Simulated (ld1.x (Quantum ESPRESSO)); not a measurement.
Values are calculated unless marked as measured or tabulated.
## Potentials for Au (Z = 79) compared

Generated with ld1.x 7.5 (TM, RRKJ, ultrasoft, PAW), atompaw 4.2 or ONCVPSP 4.0.1. The cutoff is in Ry: for ld1.x and atompaw files where the sum of valence levels is converged to 10 mRy in a Bessel basis, for ONCV files where the hardest occupied wave has 1 mHa per electron of residual kinetic energy. The error is the largest all-electron minus pseudo excitation energy over each file’s own four to seven test configurations (ionisations up to +4, promotions, holes and added fractions of an electron), all of which were solved. The labels leave out finer settings (local radius, basis sizes, second energies), which also bear on the numbers. Spin-polarised tests are not counted. The rows are a selection from randomly drawn settings: files with unsolved tests, undetermined cutoffs or missed reference levels are left out.

A true bound ghost makes a file unfit for plane-wave use even where its test errors are small: the radial tests pick states by their node count and pass the ghost by.

```tsv
potential	cutoff (Ry)	largest error (meV)	bound ghosts
TM, PBEsol, scalar-relativistic, rc 1.85/2.50/1.95/2.30 (spdf), local s, core correction yes, reference 5d10 6s1 6p0	45	-968	none
ultrasoft, LDA (PZ), scalar-relativistic, rc 2.05/2.80/1.70 (spd), local smoothed, core correction no, reference 5d9 6s0 6p0	40	-144	p
RRKJ, LDA (PZ), scalar-relativistic, rc 2.15/3.70/2.05 (spd), local d, core correction yes, reference 5d10 6s1 6p0	45	-418	s, p
TM semilocal, LDA (PZ), scalar-relativistic, rc 2.38/2.90/1.65 (spd), local p, core correction no, reference 5d10 6s1 6p0	45	-27	none
TM, BP86, scalar-relativistic, rc 1.70/2.95/1.55 (spd), local smoothed, core correction yes, reference 5d10 6s0 6p0	45	-189	s, p
TM, revPBE, scalar-relativistic, rc 1.30/1.65/2.00 (spd), local s, core correction no, reference 5s2 5p6 5d10 6s0 6p0	100	+1254	none
```

**Question.** Fill in the row for Au: TM, PBE, scalar-relativistic, rc 2.40/2.90/1.55 (spd), local smoothed, core correction no, reference 5d9 6s2 6p0.

**Answer.** cutoff 45 Ry, largest error -180 meV, bound ghosts: none.
